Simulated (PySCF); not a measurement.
HSe, SMILES [SeH] (connectivity only; charge and spin as stated), charge -1, multiplicity 1. Heavy atoms are numbered as in [SeH:1]. Hydrogens are named by the atom that carries them.

Geometry: PBE0-D3(BJ)/def2-TZVPD. The multiplicity is an assumed one; other spin states were not compared.

Method: PySCF with PBE/pcSseg-2.

GIAO shieldings, no solvent; atoms alike by connectivity are averaged. δ = σ(ref) − σ: ⁷⁷Se against Me2Se (σ = 1646.5 ppm); ¹H against TMS (σ = 31.47 ppm), references at their B3LYP-D3(BJ)/def2-TZVP geometries, non-relativistic.

Computed chemical shifts:
```
nucleus      atoms  count  δ (ppm)
-------  ---------  -----  -------
⁷⁷Se     Se1 (SeH)      1   -849.6
¹H        H on Se1      1    -4.30
```
